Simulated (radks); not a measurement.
Pb XXV, configuration [Kr] 4d10 4f12.

Method: scalar-relativistic Kohn-Sham, BLYP, spin-polarised, spherical densities, finite nucleus; open shells are filled with parallel spins first (spin-orbit coupling, left out, can overturn this in heavy ions); Fermi nuclear charge, rms radius 5.5012 fm; computed with a radial shooting solver on a logarithmic mesh with Libxc functionals.

Energy parts (eV):
part                       energy
total                  -561432.72
kinetic                 634830.61
electron-nucleus      -1362597.60
Hartree                 176201.74
exchange-correlation     -9867.47

Orbitals (lengths in bohr, moments of r in powers of bohr):
orbital,occ.,eigenvalue (eV),<r^4>,<1/r>,<r^2>
1s down,1,-88753.34,3.536e-07,101.3,0.0003574
1s up,1,-88753.33,3.536e-07,101.3,0.0003574
2s up,1,-16418.80,0.00005098,23.79,0.005420
2s down,1,-16418.73,0.00005098,23.79,0.005420
2p up,3,-14185.02,0.00004228,20.91,0.004614
2p down,3,-14184.97,0.00004227,20.91,0.004614
3s up,1,-4433.777,0.001821,8.828,0.03479
3s down,1,-4431.834,0.001819,8.831,0.03477
3p up,3,-3792.529,0.002028,7.991,0.03601
3p down,3,-3790.541,0.002025,7.994,0.03598
3d up,5,-3138.135,0.001552,7.501,0.02980
3d down,5,-3136.611,0.001549,7.504,0.02977
4s up,1,-1484.150,0.03753,3.854,0.1622
4s down,1,-1481.045,0.03759,3.852,0.1623
4p up,3,-1270.248,0.04881,3.484,0.1834
4p down,3,-1267.291,0.04891,3.482,0.1836
4d up,5,-1023.321,0.06059,3.168,0.1994
4d down,5,-1020.418,0.06079,3.165,0.1997
4f up,7,-751.8294,0.07031,2.850,0.2016
4f down,5,-748.6979,0.07087,2.847,0.2023
5s up,0,-690.0463,0.5180,1.880,0.6178
5s down,0,-688.4624,0.5209,1.877,0.6194
5p up,0,-613.3825,0.6992,1.716,0.7161
5p down,0,-611.9975,0.7037,1.713,0.7184

The highest occupied level is 4f down at -748.70 eV. For comparison, the ionisation energy in NIST's Atomic Spectra Database is 750 eV (theoretical). In exact Kohn-Sham theory the highest level is minus the ionisation energy, but local and semilocal functionals leave it too shallow, through self-interaction and a potential that decays too fast; potentials with the right tail come closer. The spin density at the nucleus is -16.22 e/bohr^3 (1s 0.05, 2s -2.88, 3s -27.97, 4s 14.58).
